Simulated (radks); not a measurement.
Values are calculated unless marked as measured or tabulated.
Exchange energies: the exact (Fock) value of the Kohn-Sham orbitals and density-functional approximations, as 100 (|E| - |E exact|)/|E exact|, negative where the magnitude is too small. Species: Zn [Ar] 3d10 4s2; Eu+ [Xe] 4f7 6s1; Kr [Kr]; Zn2+ [Ar] 3d10; Ca [Ar] 4s2. Code: a radial shooting solver on a logarithmic mesh with Libxc functionals. Model: non-relativistic Kohn-Sham, exchange-only B88, spin-polarised, spherical densities, point nucleus. Every spin shell is full or empty, so the densities are truly spherical. Functionals are evaluated on that one density, not self-consistently.

| functional | Zn | Eu+ | Kr | Zn2+ | Ca |
|---|---|---|---|---|---|
| exact (hartree) | -69.3969 | -230.167 | -93.7211 | -69.1175 | -35.1725 |
| LDA | -5.61 | -4.20 | -5.51 | -5.75 | -7.36 |
| PBE | -0.02 | -0.24 | -0.40 | -0.17 | -0.48 |
| PBEsol | -2.31 | -1.89 | -2.50 | -2.45 | -3.25 |
| revPBE | +0.20 | -0.13 | -0.21 | +0.06 | -0.14 |
| PW91 | +0.42 | +0.17 | +0.04 | +0.27 | -0.05 |
| AM05 | -5.08 | -3.94 | -5.07 | -5.20 | -6.53 |
| SOGGA | -2.33 | -1.90 | -2.52 | -2.47 | -3.28 |
| APBE | +0.89 | +0.43 | +0.44 | +0.73 | +0.60 |
| TPSS | +0.36 | -0.22 | -0.09 | +0.24 | +0.18 |
| revTPSS | -0.39 | -0.79 | -0.79 | -0.50 | -0.54 |
| r2SCAN | +0.27 | -0.04 | 0.00 | +0.17 | -0.02 |
| MS2 | -0.02 | -0.50 | -0.42 | -0.15 | +0.01 |
| Tao-Mo | -0.22 | -0.69 | -0.65 | -0.35 | -0.22 |
| TASK | -2.41 | -1.98 | -2.41 | -2.45 | -3.07 |
